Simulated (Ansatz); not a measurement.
Mulliken charges of `[OH][GeH2][SiH](O)F` from PBE/def2-TZVPP in Ansatz (PBE0-D4/def2-TZVP geometry).

```
atom   x (Å)   y (Å)   z (Å)  charge (e)
  O1  -1.249   0.472   1.735      -0.399
 Ge2  -1.029   0.972   0.034       0.282
 Si3   0.771  -0.368  -0.791       0.495
  O4   1.063  -1.341   0.497      -0.344
  F5   2.061   0.518  -1.124      -0.268
  H6  -0.651  -0.249   1.952       0.187
  H7  -0.731   2.482   0.021      -0.018
  H8  -2.350   0.712  -0.716      -0.028
  H9   0.526  -1.172  -2.017      -0.095
 H10   1.672  -2.077   0.411       0.190
```

By hand: the dipole of these point charges (1 e Å = 4.8032 D).

Σ q r = (-0.103, -0.168, -0.290) e Å, of length 0.351 e Å = 1.69 D.

How does the dipole of the full density compare? (Best estimate.)

Computed: (0.216, -0.446, -0.220) e Å, 2.60 D; the point charges give 0.65 times that, at 52° from its direction.

Point charges leave out the atoms' own dipoles, such as those of lone pairs, and Mulliken's split depends on the basis, so the two needn't agree.
